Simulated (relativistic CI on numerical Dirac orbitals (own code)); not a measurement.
**Crystal-field levels of Rh⁷⁺, 4d2**

Calculated by Dirac-Coulomb-Breit CI, orbitals from a KLI potential per configuration, a model potential for QED, valence Slater integrals scaled by 0.65, one configuration in a parametric crystal field (own radial code).

Field parameters in Wybourne normalisation: Td as Oh with Dq negative (B⁴₀ = 21Dq, B⁴₄ = √(5/14) B⁴₀). The field is a parameter set, without covalency.

S is read from ⟨S²⟩ = S(S + 1).

Site symmetry Td; labels are those of the double group. Computed levels in cm⁻¹ above the lowest, in rising order:

```
Δ (size of 10Dq)  Lowest    No. 2     No. 3     No. 4     No. 5     No. 6     No. 7     No. 8
            3800      T2   2608 E   4953 A2   5393 T2   5621 T1   8678 T2    9796 E  10525 T1
            6800      T2   5224 E   7202 A2   7640 T2   8071 T1  12167 T2   12833 E  13682 A1
            9850      T2   7652 E   9875 A2  10277 T2  10851 T1   14031 E  16069 T2  16225 A1
           12850      T2   9404 E  12660 A2  13040 T2  13700 T1   15356 E  18207 A1  19766 T2
           15900      T2  10408 E  15570 A2  15936 T2  16653 T1   17444 E  19540 A1  23307 T2
           18950      T2  10909 E  18522 A2  18880 T2  19636 T1   20021 E  20344 A1  26680 T2
```

Ground-state S against |10Dq| in cm⁻¹: 3800: 0.98, 6800: 0.99, 9850: 0.99, 12850: 0.99, 15900: 1.00, 18950: 1.00.

No abrupt spin change occurs in this range.
